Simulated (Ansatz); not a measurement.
Input and output for the cluster GeO4.

```yaml
crystal:
  periodic: [false, false, false]
  atoms:
    - {symbol: Ge, position_ang: [-0.675756, 0.155990, -0.168054]}
    - {symbol: O, position_ang: [0.911225, -0.283300, -0.917359]}
    - {symbol: O, position_ang: [0.431071, -0.026582, 1.251292]}
    - {symbol: O, position_ang: [1.546421, -0.356994, 0.384672]}
    - {symbol: O, position_ang: [-2.212951, 0.510885, -0.550551]}
basis:
  gaussian: {orbitals: cc-pVDZ}
hamiltonian: {xc: {name: wB97X-V}, pseudopotentials: {relativity: none}}
accuracy: high
scf: {lower_state_search: full}
output: {forces: true}
```

```sh
$ ansatz run in.yaml --threads 4 --pin off --events-out ev --progress --plain --max-ram 8704MiB
```

It prints (some lines left out):

```
Functional definition: wB97X-V
1790 factors; integrals over basis functions are off by at most 4.4e-9 eV
282 factors; integrals over basis functions are off by at most 2.5e-9 eV
mean field evaluation 1: about -64684.2544 eV, gradient 6.2e1 eV
mean field evaluation 2: about -64684.3378 eV, gradient 6.2e1 eV
mean field evaluation 4: about -64691.3561 eV, gradient 1.6e1 eV
mean field evaluation 8: about -64691.8383 eV, gradient 4.8e-1 eV
mean field evaluation 16: about -64691.8446 eV, gradient 6.4e-4 eV
mean field -64691.84456743 eV, -2377.3814381457 hartree, gradient 7.6e-8 eV, S^2 0.000000; 0 other end points of the search recorded, 0 dependent functions left out
reference -64691.84456730 eV, -2377.3814381411 hartree; 32, 32 occupied and 51, 51 virtual orbitals, 1790 factors
Total energy: -64691.84456730 eV, -2377.3814381411 hartree
Atom 0 at    -0.675756     0.155990    -0.168054 Å, force     0.097310    -0.022409     0.023938 eV/Å
Atom 1 at     0.911225    -0.283300    -0.917359 Å, force     0.079451    -0.002047     0.275462 eV/Å
Atom 2 at     0.431071    -0.026582     1.251292 Å, force     0.186692    -0.059407    -0.209257 eV/Å
Atom 3 at     1.546421    -0.356994     0.384672 Å, force    -0.330786     0.076349    -0.082195 eV/Å
Atom 4 at    -2.212951     0.510885    -0.550551 Å, force    -0.032667     0.007514    -0.007948 eV/Å
Dipole moment:     0.080889    -0.018690     0.020204 e Å
```

Hardware: 4 threads of Arm Neoverse V1 on a shared host. Wall time 18 s.
